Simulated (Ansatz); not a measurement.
Si₂S₂⁻. Charge -1, multiplicity 2. Geometry PBE0-D4/def2-TZVPD.

Cartesian coordinates in Å:
```
Si -0.8495 -0.8082 0.9676
Si 0.8494 0.8082 -0.9675
S -0.1549 -1.1324 -1.0820
S 0.1551 1.1325 1.0819
```

At PBE-D4/def2-SVPD, PBE-D4/def2-TZVPD, r2SCAN-D4/def2-TZVPD the highest occupied level of the charge -1 doublet lies above zero (up to 0.62 eV). By energy differences its removal costs 1.56 eV (vertical, to the charge 0 singlet, at CCSD(T)/def2-TZVPPD). The structure comes from a short search, and lower isomers may exist.

(1) Estimate the α-spin orbital energies around the gap (eV) in Ansatz with PBE-D4/def2-SVPD, PBE-D4/def2-TZVPD, r2SCAN-D4/def2-TZVPD, PBE0-D4/def2-SVPD, PBE0-D4/def2-TZVPD.

## Answers

(1) 
| orbital | PBE-D4/def2-SVPD | PBE-D4/def2-TZVPD | r2SCAN-D4/def2-TZVPD | PBE0-D4/def2-SVPD | PBE0-D4/def2-TZVPD |
| --- | --- | --- | --- | --- | --- |
| HOMO−5 | -3.35 | -3.32 | -3.70 | -4.63 | -4.60 |
| HOMO−4 | -2.54 | -2.52 | -2.76 | -3.65 | -3.62 |
| HOMO−3 | -2.20 | -2.14 | -2.42 | -3.33 | -3.25 |
| HOMO−2 | -1.75 | -1.74 | -1.99 | -2.78 | -2.77 |
| HOMO−1 | -0.55 | -0.55 | -0.71 | -1.47 | -1.46 |
| HOMO | 0.62 | 0.58 | 0.32 | -0.12 | -0.14 |
| LUMO | 2.11 | 2.03 | 1.98 | 2.61 | 2.53 |
| LUMO+1 | 2.69 | 2.51 | 2.83 | 3.40 | 3.11 |
| LUMO+2 | 3.00 | 2.77 | 3.12 | 3.67 | 3.35 |
| LUMO+3 | 3.78 | 3.10 | 3.64 | 4.33 | 3.47 |
| LUMO+4 | 4.46 | 3.68 | 4.09 | 4.99 | 4.08 |
| LUMO+5 | 4.47 | 3.68 | 4.33 | 5.01 | 4.14 |
| β HOMO | -0.38 | -0.39 | -0.54 | -1.29 | -1.28 |
| β LUMO | 1.54 | 1.47 | 1.75 | 2.35 | 2.28 |
